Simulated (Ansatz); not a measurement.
Cost and result for the atomization energy of C2H6ClGeO, SMILES `C[O][Ge]([CH3])[Cl]` radical (11 atoms, 10 bonds).

```xyz
11

C    -0.6337    1.9193   -0.6602
O     0.1468    0.9545    0.0086
Ge   -0.5143   -0.5933    0.5745
C     1.0676   -1.7055    0.8890
Cl   -1.6438   -1.4440   -1.0926
H    -1.3232    2.4241    0.0256
H    -1.2119    1.4803   -1.4800
H     0.0474    2.6663   -1.0739
H     1.6238   -1.7501   -0.0488
H     0.7617   -2.7052    1.1928
H     1.6796   -1.2466    1.6650
```

Charge 0, multiplicity 2. Correlated methods include outer-core shells of Ge, which these sets cover unevenly. Scalar relativity is left out up to krypton. The geometry is a stationary point of PBE0-D4/def2-TZVP. It is one conformer, not always the lowest. Program: Ansatz. All runs use 2 threads of an AMD EPYC 7R13 on a shared host and a share of an NVIDIA H100 80 GB. Times are those of one run each, without the atoms' runs, and a repeat can differ threefold. Electronic energies, without spin–orbit coupling; frozen cores. CCSD(T)/CBS adds CCSD(T) − MP2 in def2-TZVPP to the MP2 limit, and its time is that of the two runs behind it. T1 = 0.014; ⟨S²⟩ of the reference is 0.76. With those shells the extrapolation isn't a true limit.

CCSD(T)/CBS is a level of theory with its own doubt, some kJ/mol a heavy atom from the limit and from the frozen cores, so smaller differences don't rank the functionals.

```
                  level  functions  wall time
   revPBE-D4/def2-TZVPP        267      5.5 s
     BLYP-D4/def2-TZVPP        267        6 s
 LDA (SPW92)/def2-TZVPP        267        6 s
         MP2/def2-QZVPP        510      6.5 s
      B2PLYP/def2-TZVPP        267        7 s
       CCSD(T)/def2-SVP        122        8 s
      B97M-V/def2-TZVPP        267      8.5 s
    BHLYP-D4/def2-TZVPP        267        9 s
     PBE0-D4/def2-TZVPP        267        9 s
     ωB97X-V/def2-TZVPP        267       15 s
CAM-B3LYP-D4/def2-TZVPP        267       21 s
     CCSD(T)/def2-TZVPP        267    5.6 min
      CCSD(T)/CBS(def2)          –    5.7 min
```

(1) What atomization energy does each give, and how far from CCSD(T)/CBS? (Estimate.)

Results:

(1) Ansatz gave: 
| level | atomization (kcal/mol) | difference from CCSD(T)/CBS | per bond |
| --- | --- | --- | --- |
| revPBE-D4/def2-TZVPP | 929.4 | -4.0 | -0.4 |
| BLYP-D4/def2-TZVPP | 931.1 | -2.3 | -0.2 |
| LDA (SPW92)/def2-TZVPP | 1072.5 | 139.1 | 13.9 |
| MP2/def2-QZVPP | 939.7 | 6.3 | 0.6 |
| B2PLYP/def2-TZVPP | 922.7 | -10.7 | -1.1 |
| CCSD(T)/def2-SVP | 879.0 | -54.4 | -5.4 |
| B97M-V/def2-TZVPP | 939.0 | 5.6 | 0.6 |
| BHLYP-D4/def2-TZVPP | 904.6 | -28.8 | -2.9 |
| PBE0-D4/def2-TZVPP | 935.4 | 2.0 | 0.2 |
| ωB97X-V/def2-TZVPP | 935.9 | 2.5 | 0.2 |
| CAM-B3LYP-D4/def2-TZVPP | 935.1 | 1.7 | 0.2 |
| CCSD(T)/def2-TZVPP | 912.2 | -21.2 | -2.1 |
| CCSD(T)/CBS(def2) | 933.4 | 0.0 | 0.0 |

From r2SCAN to r2SCAN0 (25 % exact exchange), in def2-TZVPP and without D4, the atomization energy moves by −15.8 kcal/mol: exact exchange takes away binding that semilocal exchange gives to molecules. In def2-TZVPP, CCSD(T) changes the Hartree–Fock value by +232.7 kcal/mol (the triples alone add +14.5 kcal/mol) and MP2 by +247.8 kcal/mol; breaking electron pairs costs correlation energy, which Hartree–Fock lacks. At CCSD(T), def2-SVP lies −54.4 kcal/mol from the extrapolated value and def2-TZVPP −21.2 kcal/mol: correlation converges slowly with the basis, and small sets miss more of it in the bonded molecule than in its fragments.
